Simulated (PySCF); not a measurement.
2-bromobut-1-en-3-yne (C4H3Br), SMILES C#CC(=C)Br.

Coordinates come from a B3LYP-D3(BJ)/def2-SVP optimisation.

Level of theory: B3LYP-D3(BJ)/def2-SVP (PySCF 2.14.0).

Frequencies are harmonic and unscaled.

```csv
mode,ν (cm⁻¹),IR (km/mol),Raman (Å⁴/amu),depolarisation,moving atoms (share of kinetic energy)
1,154,1.1,11.8,0.75,"C 68 %, Br 17 %, H 15 %"
2,264,6.8,2.6,0.75,"C 80 %, H 19 %"
3,330,0.5,6.5,0.74,"C 63 %, H 27 %, Br 9 %"
4,428,1.6,6.5,0.13,"C 71 %, Br 23 %"
5,563,0.9,5.1,0.75,"C 77 %, H 23 %"
6,608,31.5,16.8,0.17,"C 82 %, H 15 %"
7,680,34.5,2.7,0.75,"H 79 %, C 21 %"
8,707,0.4,9.3,0.75,"H 80 %, C 20 %"
9,709,31.1,1.9,0.64,"H 76 %, C 24 %"
10,906,8.7,2.1,0.75,"C 58 %, H 42 %"
11,917,34.7,2.1,0.75,"H 72 %, C 28 %"
12,1147,84.3,15.3,0.55,"C 68 %, H 32 %"
13,1396,2.4,34.1,0.37,"H 84 %, C 16 %"
14,1665,29.0,72.1,0.21,"C 90 %, H 10 %"
15,2214,5.6,381.8,0.27,"C 91 %, H 9 %"
16,3156,1.0,120.8,0.12,H 95 %
17,3267,0.2,90.6,0.75,"H 89 %, C 11 %"
18,3469,82.3,31.9,0.24,"H 86 %, C 14 %"
```
